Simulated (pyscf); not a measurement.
Optimised with ωB97X-D3(BJ)/def2-SVP in PySCF. MP2 and CC: frozen core, UHF for open shells. ΔMP2 is the change of the MP2 total energy from the triple- to the quadruple-zeta basis. Singlets are restricted, triplets unrestricted.

Singlet (Å):
```xyz
3

F      1.1637    -1.0254    -0.1477
Pb    -0.0554     0.0307    -1.4105
F     -0.1808     1.6967    -0.2256
```

Triplet (Å):
```xyz
3

F      1.5310     2.4785    -0.1365
Pb     0.9618     0.5043    -0.4904
F     -0.3541    -0.8664     0.3667
```

**Question.** For these two minima of `[F][Pb][F]`, which spin state lies lower at CCSD(T)/def2-TZVPP + ΔMP2(QZVPP), and by how much (electronic energies)?

**Answer.** The singlet, by 424.3 kJ/mol. Zero-point energy shifts E(triplet) − E(singlet) by -1.9 kJ/mol. 

E(triplet) − E(singlet) by level (kJ/mol):

| level | gap |
|---|---|
| ωB97X-D3(BJ)/def2-TZVP | +409.1 |
| PBE/def2-TZVP | +378.0 |
| r²SCAN/def2-TZVP | +376.1 |
| B3LYP-D3(BJ)/def2-TZVP | +391.8 |
| PBE0-D3(BJ)/def2-TZVP | +386.0 |
| M06-2X/def2-TZVP | +391.7 |
| ωB97M-D3(BJ)/def2-TZVP | +400.8 |
| HF/def2-TZVP | +362.1 |
| MP2/def2-QZVPP | +457.1 |
| CCSD/def2-TZVPP | +416.6 |
| CCSD(T)/def2-TZVPP | +415.4 |
| CCSD(T)/def2-TZVPP + ΔMP2(QZVPP) | +424.3 |

The triplet is the lowest one reached from the SCF start used. The CCSD(T) − MP2 part came from Ansatz, without density fitting, on the same reference. The frozen core leaves the outer d or s,p core shells of the metals and heavy elements correlated in the MP2 and CC values, and def2-TZVPP describes them poorly, which can shift differences by a few kcal/mol. Elements past Kr carry the def2 core potentials, without spin-orbit coupling.
